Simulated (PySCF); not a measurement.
## Working out the ionisation energy of Pt

Pt [Xe] 4f14 5d9 6s1 (3D) → Pt⁺ [Xe] 4f14 5d9 (2D). Calculation: PySCF 2.14, in def2-SVP with the def2 core potential (60 electrons) (6s3p2d1f, 32 functions); scalar relativity through the core potential. Frozen: 5s2 5p6. Energies in hartree (1 hartree = 27.21139 eV):

```
             part   Pt (lower)  Pt⁺ (upper)
              UHF  -118.393521  -118.114988
MP2 opposite-spin    -0.127910    -0.104068
    MP2 same-spin    -0.073214    -0.056966
```

**Question.** What does Hartree-Fock give?

**Answer.** (-118.114988) − (-118.393521) = 0.278533 hartree = 7.579 eV.

**Question.** What do MP2 and SCS-MP2 (6/5 opposite-spin, 1/3 same-spin) give?

**Answer.** The opposite-spin parts differ by 0.649 eV and the same-spin parts by 0.442 eV. MP2: 7.579 + (0.649) + (0.442) = 8.670 eV. SCS-MP2: 7.579 + 1.2 × (0.649) + (0.442)/3 = 8.505 eV.

Reference: 8.959 eV (measured; NIST Atomic Spectra Database, ionization energies), between the lowest levels; spin-orbit coupling is absent from the calculation.

A double-zeta basis recovers only part of the correlation energy.

What remains against the reference includes basis incompleteness, the frozen core and correlation beyond second order.
